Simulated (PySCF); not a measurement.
## Correlation energy of Sn⁺ (tin, charge +1)

[Kr] 4d10 5s1 5p1 5d1, one real determinant (an excited configuration). Computed with PySCF 2.14 in x2c-TZVPPall with one added diffuse shell each of s, p, d, f type (9s7p5d3f, 76 functions), with the spin-free X2C one-electron Hamiltonian (Gaussian nucleus). Frozen: [Kr] 4d10; 3 electrons correlated.

| level | correlation energy (mhartree) |
| --- | --- |
| CCSD | -22.02 |
| (T) | -4.40 |
| CCSD(T) | -26.42 |

Diagnostics: T1 = 0.041, D1 = 0.0936, largest double amplitude 0.595.

The real determinant used has ⟨L²⟩ near 8 against 12 for a pure F term, so it mixes terms. The outer electron is Rydberg-like, and this basis confines it to a smaller radius and binds it less than a complete one would. T1 exceeds 0.03, a sign that the reference determinant is poor. A double-excitation amplitude exceeds 0.15, a sign of near-degeneracy.

Cost of the coupled-cluster step: of the order of 4 core-seconds, for 3 correlated electrons.

Iterations:

```
CC2 = 0
CCSD nocc = (np.int64(3), np.int64(0)), nmo = (53, 53)
frozen orbitals [[0, 1, 2, 3, 4, 5, 6, 7, 8, 9, 10, 11, 12, 13, 14, 15, 16, 17, 18, 19, 20, 21, 22], [0, 1, 2, 3, 4, 5, 6, 7, 8, 9, 10, 11, 12, 13, 14, 15, 16, 17, 18, 19, 20, 21, 22]]
max_cycle = 100
direct = 0
conv_tol = 1e-08
conv_tol_normt = 1e-06
diis_space = 8
diis_start_cycle = 0
Init t2, MP2 energy = -0.00827026504012188
Init E_corr(UCCSD) = -0.00827026504558553
cycle = 1  E_corr(UCCSD) = -0.0112591496101752  dE = -0.00298888456  norm(t1,t2) = 0.0420083
cycle = 2  E_corr(UCCSD) = -0.0125619739468211  dE = -0.00130282434  norm(t1,t2) = 0.0285804
cycle = 3  E_corr(UCCSD) = -0.0140630055393562  dE = -0.00150103159  norm(t1,t2) = 0.0243578
cycle = 4  E_corr(UCCSD) = -0.0148436208374889  dE = -0.000780615298  norm(t1,t2) = 0.0218245
cycle = 5  E_corr(UCCSD) = -0.0174478339405221  dE = -0.0026042131  norm(t1,t2) = 0.0209089
cycle = 6  E_corr(UCCSD) = -0.0208204963312723  dE = -0.00337266239  norm(t1,t2) = 0.0168644
cycle = 7  E_corr(UCCSD) = -0.023186103096844  dE = -0.00236560677  norm(t1,t2) = 0.00539747
cycle = 8  E_corr(UCCSD) = -0.0214835614565453  dE = 0.00170254164  norm(t1,t2) = 0.00531809
cycle = 9  E_corr(UCCSD) = -0.0219908959006543  dE = -0.000507334444  norm(t1,t2) = 0.00234343
cycle = 10  E_corr(UCCSD) = -0.0220150138556794  dE = -2.4117955e-05  norm(t1,t2) = 0.000155238
cycle = 11  E_corr(UCCSD) = -0.0220227086365602  dE = -7.69478088e-06  norm(t1,t2) = 2.35781e-05
cycle = 12  E_corr(UCCSD) = -0.0220204592092458  dE = 2.24942731e-06  norm(t1,t2) = 1.63242e-05
cycle = 13  E_corr(UCCSD) = -0.0220193049938152  dE = 1.15421543e-06  norm(t1,t2) = 1.08633e-05
cycle = 14  E_corr(UCCSD) = -0.0220190541495802  dE = 2.50844235e-07  norm(t1,t2) = 4.8431e-06
cycle = 15  E_corr(UCCSD) = -0.0220192176496913  dE = -1.63500111e-07  norm(t1,t2) = 1.01415e-06
cycle = 16  E_corr(UCCSD) = -0.0220191696966402  dE = 4.79530511e-08  norm(t1,t2) = 2.45382e-07
cycle = 17  E_corr(UCCSD) = -0.0220191836050945  dE = -1.39084543e-08  norm(t1,t2) = 8.67507e-08
cycle = 18  E_corr(UCCSD) = -0.0220191839278593  dE = -3.22764822e-10  norm(t1,t2) = 4.7197e-08
UCCSD converged
E(UCCSD) = -6173.043349520537  E_corr = -0.02201918392785934
UCCSD(T) correction = -0.00439678115235255
```

The reference is one real determinant that mixes LS terms of this configuration.
